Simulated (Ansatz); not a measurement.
The cluster Mg4O4. Total charge 0; singlet. Geometry PBE-D4/def2-SVP.

```xyz
8

Mg   -1.9414   -0.5663    0.9579
Mg    1.1042   -1.2193    1.5169
Mg   -1.1042    1.2194   -1.5169
Mg    1.9414    0.5663   -0.9579
O    -0.6685   -1.4257    1.9763
O     2.4319   -0.5217    0.4462
O     0.6685    1.4260   -1.9760
O    -2.4320    0.5213   -0.4465
```

The structure comes from a short search, and lower isomers may exist.

(1) Estimate the orbital energies around the gap (eV) in Ansatz with PBE-D4/def2-TZVP, PBE-D4/def2-TZVPD, r2SCAN-D4/def2-TZVP, PBE0-D4/def2-TZVP, PBE0-D4/def2-TZVPD.

## Answers

(1) 
| orbital | PBE-D4/def2-TZVP | PBE-D4/def2-TZVPD | r2SCAN-D4/def2-TZVP | PBE0-D4/def2-TZVP | PBE0-D4/def2-TZVPD |
| --- | --- | --- | --- | --- | --- |
| HOMO−9 | -6.89 | -6.88 | -7.03 | -8.30 | -8.28 |
| HOMO−8 | -6.46 | -6.45 | -6.65 | -7.88 | -7.87 |
| HOMO−7 | -6.30 | -6.29 | -6.49 | -7.70 | -7.68 |
| HOMO−6 | -5.80 | -5.79 | -6.01 | -7.18 | -7.16 |
| HOMO−5 | -5.70 | -5.70 | -5.91 | -7.09 | -7.08 |
| HOMO−4 | -5.70 | -5.70 | -5.91 | -7.09 | -7.08 |
| HOMO−3 | -5.57 | -5.56 | -5.78 | -6.95 | -6.93 |
| HOMO−2 | -5.57 | -5.56 | -5.78 | -6.95 | -6.93 |
| HOMO−1 | -5.44 | -5.44 | -5.64 | -6.81 | -6.80 |
| HOMO | -5.39 | -5.39 | -5.62 | -6.77 | -6.76 |
| LUMO | -2.59 | -2.58 | -2.19 | -1.87 | -1.86 |
| LUMO+1 | -1.54 | -1.56 | -1.03 | -0.80 | -0.85 |
| LUMO+2 | -1.54 | -1.56 | -1.03 | -0.80 | -0.85 |
| LUMO+3 | -0.78 | -0.81 | -0.25 | -0.07 | -0.15 |
| LUMO+4 | -0.32 | -0.41 | 0.09 | 0.42 | 0.09 |
| LUMO+5 | -0.13 | -0.37 | 0.25 | 0.54 | 0.28 |
